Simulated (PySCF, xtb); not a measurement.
C2BrCl2F, SMILES F/C(Cl)=C(/Cl)Br.

Harmonic wavenumbers (cm⁻¹) from GFN2-xTB run with xtb 6.7.1 at its own minimum, in rising order: 103, 120, 184, 257, 295, 354, 418, 472, 719, 847, 1083, 1625.

**Question.** What does PBE0-D3(BJ)/def2-SVP (PySCF) give at its own minimum? (The exact figures need the calculation; the answer reports its results.)

**Answer.** 112, 160, 218, 295, 311, 414, 523, 567, 827, 988, 1253, 1733. Paired by order, the mean absolute difference is 77 cm⁻¹ and the zero-point energies are 9.3 and 10.6 kcal/mol.
